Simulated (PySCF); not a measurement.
# Hartree-Fock beside MP2: BCH2O2

All numbers below are calculated, not measured. The program is PySCF 2.14.0, an open-source quantum chemistry code, run on an isolated molecule that a program drew, which may never have been made. The molecule is BCH2O2 (charge 0, doublet), drawn as the SMILES string `O=B[CH]O`.

The geometry was optimised and harmonic frequencies were computed with HF and MP2, all in the cc-pVDZ basis, for the commonest isotopes, with a restricted reference for singlets and an unrestricted one otherwise, and a frozen core in MP2. Each result is a local minimum of its method.

Geometry at the HF minimum:
```xyz
6
BCH2O2, angstrom
O    -2.4161   -3.0484    0.8295
B    -2.4480   -1.9699    0.3236
C    -2.4992   -0.5983   -0.3098
O    -3.3738    0.3636    0.0313
H    -1.8219   -0.2955   -1.0941
H    -3.9572    0.0782    0.7197
```

Lengths of the bonds as drawn, in Å (atoms numbered as above):
| bond | HF | MP2 |
|---|---|---|
| O1-B2 | 1.192 | 1.227 |
| B2-C3 | 1.512 | 1.514 |
| C3-O4 | 1.344 | 1.358 |
| C3-H5 | 1.080 | 1.090 |
| O4-H6 | 0.946 | 0.969 |

Rotational constants, in GHz:
| constant | HF | MP2 |
|---|---|---|
| A | 50.56 | 49.11 |
| B | 4.179 | 4.095 |
| C | 3.86 | 3.78 |

Harmonic frequencies in cm^-1, each column in rising order, so a row needn't be the same motion in every method:
| rank | HF | MP2 |
|---|---|---|
| 1 | 216 | 197 |
| 2 | 295 | 327 |
| 3 | 456 | 437 |
| 4 | 595 | 589 |
| 5 | 631 | 641 |
| 6 | 882 | ? |
| 7 | 1278 | 1206 |
| 8 | 1398 | 1348 |
| 9 | 1555 | 1458 |
| 10 | 2163 | 1979 |
| 11 | 3382 | 3294 |
| 12 | 4144 | 3836 |

**Estimate the missing MP2 frequency from the HF column.**

A single factor s that minimises the squared misfit of MP2 against s times HF over the other rows is sum(HF x MP2) / sum(HF^2) = 0.9434, with an rms misfit of 49 cm^-1. For rank 6 it gives 0.9434 x 882 = 832 cm^-1. The calculation gives 849 cm^-1, 17 cm^-1 above the estimate. The drawn bonds are on average 1.5 % longer in MP2 than in HF.
